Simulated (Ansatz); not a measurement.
Reaction (hydrogenolysis of a Zn–C bond): `C=[CH][ZnH]` + H₂ → `[ZnH2]` + `C=C`

Isolated molecules relaxed with PBE0-D4/def2-TZVP in Ansatz; ΔE leaves out vibrations. CCSD(T)/CBS is the MP2 limit (def2-TZVPP, def2-QZVPP) plus CCSD(T) − MP2 in def2-TZVPP, frozen cores. This one scheme is used for every species. Functionals use def2-TZVPP. B3LYP here is the variant with VWN-RPA as its local correlation; programs differ in this. For Zn outer-core shells are correlated without core-valence functions, which leaves a few kJ/mol of doubt a bond. Scalar relativity is left out up to krypton.

```json
{"level": "revPBE-D4", "ΔE (kJ/mol)": "-26.2", "difference from CCSD(T)/CBS": "3.5"}
{"level": "B97M-V", "ΔE (kJ/mol)": "-45.9", "difference from CCSD(T)/CBS": "-16.2"}
{"level": "PBE0-D4", "ΔE (kJ/mol)": "-34.3", "difference from CCSD(T)/CBS": "-4.6"}
{"level": "r2SCANh-D4", "ΔE (kJ/mol)": "-32.1", "difference from CCSD(T)/CBS": "-2.4"}
{"level": "r2SCAN0-D4", "ΔE (kJ/mol)": "-34.9", "difference from CCSD(T)/CBS": "-5.2"}
{"level": "CAM-B3LYP-D4", "ΔE (kJ/mol)": "-39.0", "difference from CCSD(T)/CBS": "-9.3"}
{"level": "ωB97M-V", "ΔE (kJ/mol)": "-35.1", "difference from CCSD(T)/CBS": "-5.4"}
{"level": "PBE", "ΔE (kJ/mol)": "-31.4", "difference from CCSD(T)/CBS": "-1.7"}
{"level": "r2SCAN", "ΔE (kJ/mol)": "-30.8", "difference from CCSD(T)/CBS": "-1.1"}
{"level": "B3LYP", "ΔE (kJ/mol)": "-40.1", "difference from CCSD(T)/CBS": "-10.4"}
{"level": "CCSD/def2-SVP", "ΔE (kJ/mol)": "-39.1", "difference from CCSD(T)/CBS": "-9.4"}
{"level": "CCSD(T)/def2-SVP", "ΔE (kJ/mol)": "-35.1", "difference from CCSD(T)/CBS": "-5.4"}
{"level": "MP2/def2-TZVPP", "ΔE (kJ/mol)": "-21.8", "difference from CCSD(T)/CBS": "7.9"}
{"level": "CCSD/def2-TZVPP", "ΔE (kJ/mol)": "-36.9", "difference from CCSD(T)/CBS": "-7.2"}
{"level": "HF/def2-QZVPP", "ΔE (kJ/mol)": "-59.3", "difference from CCSD(T)/CBS": "-29.6"}
{"level": "SCS-MP2/def2-QZVPP", "ΔE (kJ/mol)": "-28.3", "difference from CCSD(T)/CBS": "1.4"}
{"level": "CCSD(T)/CBS", "ΔE (kJ/mol)": "-29.7", "difference from CCSD(T)/CBS": "0"}
```

Largest T1 diagnostic among the species: 0.016.

Leaving LDA and LC-ωPBE aside and taking each functional with its dispersion term where it has one, the values spread over 19.7 kJ/mol, from B97M-V to revPBE-D4. At CCSD(T), def2-SVP lies −5.4 kJ/mol from the extrapolated value and def2-TZVPP −1.5 kJ/mol. The D4 term adds +5.1 kJ/mol with B3LYP and +2.7 kJ/mol with PBE0; it sums over pairs of atoms, weighted by their polarisabilities, and B3LYP, whose exchange is more repulsive, gets the larger term.
